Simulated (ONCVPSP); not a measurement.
Before and after: ONCV potential for Hf (Z = 72)

```json
{
  "Element": "Hf (Z = 72)",
  "Generator": "ONCVPSP 4.0.1",
  "Type": "optimised norm-conserving Vanderbilt (ONCV)",
  "Functional": "PBE",
  "Relativity": "fully relativistic",
  "Frozen core": "[Kr] 4d10",
  "Valence charge": "26",
  "Reference configuration": "4f14 5s2 5p6 5d2 6s1.75 6p0.25",
  "Partial waves": "5s+6s: rc 2.15 bohr, ncon 5, nbas 9, qcut 5.1 1/bohr, 2 projectors; 5p+6p: rc 2.10 bohr, ncon 4, nbas 7, qcut 6.2 1/bohr, 2 projectors; 5d: rc 2.00 bohr, ncon 4, nbas 7, qcut 4.3 1/bohr, 3 projectors, debl 1.7 Ha; 4f: rc 0.85 bohr, ncon 4, nbas 9, qcut 18.4 1/bohr, 3 projectors, debl 3.8 Ha",
  "Local potential": "polynomial inside 0.70 bohr (lpopt 1, dvloc0 6 Ha)",
  "Core correction": "Teter function, fcfact 4, rcfact 1.35"
}
```

Open shells are filled in proportion to 2j + 1.

All-electron outer shells of the reference configuration (PBE, scalar-relativistic, ld1.x):

```json
{"shell": "4p", "level (eV)": "-379.46", "outermost node (bohr)": "0.25", "outermost maximum (bohr)": "0.46"}
{"shell": "4d", "level (eV)": "-207.05", "outermost node (bohr)": "0.23", "outermost maximum (bohr)": "0.47"}
{"shell": "5s", "level (eV)": "-67.40", "outermost node (bohr)": "0.55", "outermost maximum (bohr)": "1.01"}
{"shell": "5p", "level (eV)": "-35.95", "outermost node (bohr)": "0.60", "outermost maximum (bohr)": "1.16"}
{"shell": "4f", "level (eV)": "-17.21", "outermost node (bohr)": "–", "outermost maximum (bohr)": "0.45"}
{"shell": "6s", "level (eV)": "-5.35", "outermost node (bohr)": "1.37", "outermost maximum (bohr)": "2.89"}
{"shell": "5d", "level (eV)": "-3.00", "outermost node (bohr)": "0.67", "outermost maximum (bohr)": "1.69"}
{"shell": "6p", "level (eV)": "-1.58", "outermost node (bohr)": "1.66", "outermost maximum (bohr)": "4.00"}
```

Change: d: debl 2.85.

Cutoffs: the cutoffs (Ha) at which the residual kinetic energy of the hardest occupied pseudo-wave falls to 1 and 0.1 mHa per electron; they do not see the model core or the augmentation charge, which bear on the density cutoff. Errors are all-electron minus pseudo energies relative to the spin-unpolarised reference configuration.

Question: What does the change do?

Answer: The potential gets neither clearly harder nor softer (158 Ha and 260 Ha → 158 Ha and 260 Ha); the bound ghosts move from d, s to s; the errors of the 4 common tests hardly move.

```csv
quantity,base,changed
"cutoff, loose",158 Ha,158 Ha
"cutoff, tight",260 Ha,260 Ha
bound ghosts,"s, d3/2",s
GHOST(+) flags under 300 eV,"p3/2 at 25.0 eV, p1/2 at 62.1 eV","p3/2 at 25.0 eV, p1/2 at 62.1 eV"
"error for 4f14 5s2 5p6 5d2 6s2 6p0, meV [ΔE -0.93 eV]",0.0,-0.1
"error for 4f14 5s2 5p6 5d2 6s1 6p0, meV [ΔE 7.05 eV]",-0.5,-0.6
"error for 4f14 5s2 5p6 5d2 6s0 6p0, meV [ΔE 21.23 eV]",-3.8,-3.8
"error for 4f13 5s2 5p6 5d3 6s2 6p0, meV [ΔE 16.46 eV]",-26,-26
s: phases at 2.18 bohr within 0.05 rad from the reference energy up to (Ha; the scan ends near 5),4.5,4.5
p3/2: phases at 2.13 bohr within 0.05 rad from the reference energy up to (Ha; the scan ends near 5),0.8,0.8
p1/2: phases at 2.13 bohr within 0.05 rad from the reference energy up to (Ha; the scan ends near 5),2.1,2.1
d5/2: phases at 2.03 bohr within 0.05 rad from the reference energy up to (Ha; the scan ends near 5),to the end of the scan,to the end of the scan
d3/2: phases at 2.03 bohr within 0.05 rad from the reference energy up to (Ha; the scan ends near 5),to the end of the scan,to the end of the scan
f7/2: phases at 0.86 bohr within 0.05 rad from the reference energy up to (Ha; the scan ends near 5),to the end of the scan,to the end of the scan
f5/2: phases at 0.86 bohr within 0.05 rad from the reference energy up to (Ha; the scan ends near 5),to the end of the scan,to the end of the scan
"rms error of d²Exc/dni dnj with the model core, mHa",3.29,3.29
```

 A true bound ghost makes a file unfit for plane-wave use even where its test errors are small: the radial tests pick states by their node count and pass the ghost by.
